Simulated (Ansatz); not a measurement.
Geometry optimisation, RKS PBE0-D4/def2-SVP in Ansatz 0.2.0.

The input (input.yaml):

```yaml
crystal:
  periodic: [false, false, false]
  atoms:
    - { symbol: Mg, position_ang: [-1.351356, -2.610222, 0.100007] }
    - { symbol: Br, position_ang: [-1.293627, -1.616686, 2.461643] }
    - { symbol: Cl, position_ang: [-1.573082, -3.626612, -1.818681] }
    - { symbol: H, position_ang: [-0.045611, 0.416965, 0.975607] }
    - { symbol: O, position_ang: [0.193423, 0.365497, 0.039722] }
    - { symbol: C, position_ang: [0.871055, 1.526657, -0.341675] }
    - { symbol: H, position_ang: [0.241052, 2.432325, -0.268561] }
    - { symbol: H, position_ang: [1.792292, 1.699286, 0.245521] }
    - { symbol: H, position_ang: [1.165955, 1.412691, -1.393584] }
basis:
  gaussian: { orbitals: def2-SVP }
hamiltonian:
  xc: pbe0
  dispersion: d4
relax:
  f_tol: 0.03
  max_steps: 50
```

Run as:

```bash
$ ansatz run input.yaml --threads 2 --pin off --max-ram 3072MiB --backend cpu --events-out ev --progress --plain --runs-dir out
```

Question: Where does it end, and by what steps?

Answer: It converged. After 16 steps the energy has fallen by 1.177 eV; Cl3 moved furthest, 1.81 Å. Joined: Mg1–O5.

```json
{"step": "0", "energy less start (eV)": "0.0000", "largest force component (eV/Å)": "1.376", "accepted": "yes"}
{"step": "1", "energy less start (eV)": "-0.2711", "largest force component (eV/Å)": "0.405", "accepted": "yes"}
{"step": "2", "energy less start (eV)": "-0.4137", "largest force component (eV/Å)": "0.439", "accepted": "yes"}
{"step": "3", "energy less start (eV)": "-0.5936", "largest force component (eV/Å)": "0.541", "accepted": "yes"}
{"step": "4", "energy less start (eV)": "-0.7850", "largest force component (eV/Å)": "0.508", "accepted": "yes"}
{"step": "5", "energy less start (eV)": "-0.9469", "largest force component (eV/Å)": "0.316", "accepted": "yes"}
{"step": "6", "energy less start (eV)": "-1.0159", "largest force component (eV/Å)": "0.424", "accepted": "yes"}
{"step": "7", "energy less start (eV)": "-1.0639", "largest force component (eV/Å)": "0.329", "accepted": "yes"}
{"step": "8", "energy less start (eV)": "-1.0972", "largest force component (eV/Å)": "0.216", "accepted": "yes"}
{"step": "9", "energy less start (eV)": "-1.1239", "largest force component (eV/Å)": "0.230", "accepted": "yes"}
{"step": "10", "energy less start (eV)": "-1.1432", "largest force component (eV/Å)": "0.247", "accepted": "yes"}
{"step": "11", "energy less start (eV)": "-1.1591", "largest force component (eV/Å)": "0.311", "accepted": "yes"}
{"step": "12", "energy less start (eV)": "-1.1689", "largest force component (eV/Å)": "0.305", "accepted": "yes"}
{"step": "13", "energy less start (eV)": "-1.1739", "largest force component (eV/Å)": "0.195", "accepted": "yes"}
{"step": "14", "energy less start (eV)": "-1.1761", "largest force component (eV/Å)": "0.126", "accepted": "yes"}
{"step": "15", "energy less start (eV)": "-1.1767", "largest force component (eV/Å)": "0.049", "accepted": "yes"}
{"step": "16", "energy less start (eV)": "-1.1768", "largest force component (eV/Å)": "0.018", "accepted": "yes"}
```

```xyz
9
Properties=species:S:1:pos:R:3
Mg -0.875 -1.583 0.286
Br -1.559 -1.963 2.533
Cl -0.648 -2.069 -1.876
H 0.021 0.620 1.361
O 0.014 0.225 0.480
C 0.645 1.047 -0.500
H 0.122 2.010 -0.592
H 1.702 1.213 -0.242
H 0.579 0.500 -1.450
```

Whether the end is a true minimum wasn't checked by a vibrational analysis.

Time of the run: 69 s on 2 threads of Arm Neoverse V2, on a shared host, peak memory 0.29 GiB.
